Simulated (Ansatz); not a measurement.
Start from `O[Si](O)(Cl)C[SiH2]Cl` and change one atom or group to get `O[Si](O)(Cl)Cl`.

Ansatz, PBE0-D4/def2-TZVP geometries, multiplicity 1. Each molecule was computed in one conformer, which needn't be the lowest.

| property | `O[Si](O)(Cl)C[SiH2]Cl` |
| --- | --- |
| HOMO–LUMO gap (ωB97M-V/def2-TZVPP) / eV | 13.06 |
| LUMO energy (PBE0/def2-TZVPP) / eV | 0.11 |
| LUMO energy (ωB97M-V/def2-TZVPP) / eV | 1.87 |
| LUMO energy (B3LYP/def2-TZVPP) / eV | -0.10 |
| size of the dipole moment (B3LYP/def2-TZVPP) / D | 1.18 |
| size of the dipole moment (ωB97M-V/def2-TZVPP) / D | 1.17 |

Q: What does the change do to each property? (Best estimate.)

A: The calculation gave: 
| property | `O[Si](O)(Cl)Cl` | shift |
| --- | --- | --- |
| HOMO–LUMO gap (ωB97M-V/def2-TZVPP) / eV | 13.25 | 0.19 |
| LUMO energy (PBE0/def2-TZVPP) / eV | 0.26 | 0.15 |
| LUMO energy (ωB97M-V/def2-TZVPP) / eV | 1.84 | -0.03 |
| LUMO energy (B3LYP/def2-TZVPP) / eV | -0.11 | -0.01 |
| size of the dipole moment (B3LYP/def2-TZVPP) / D | 2.01 | 0.83 |
| size of the dipole moment (ωB97M-V/def2-TZVPP) / D | 2.02 | 0.85 |

With PBE0 the HOMO falls by 0.18 eV and the LUMO rises by 0.15 eV, so the gap widens by about 0.33 eV. PBE moves the HOMO by -0.18 eV and ωB97M-V by -0.22 eV. Dipoles are sizes alone; their direction can turn.

B3LYP here is the variant with VWN-RPA as its local correlation; programs differ in this.
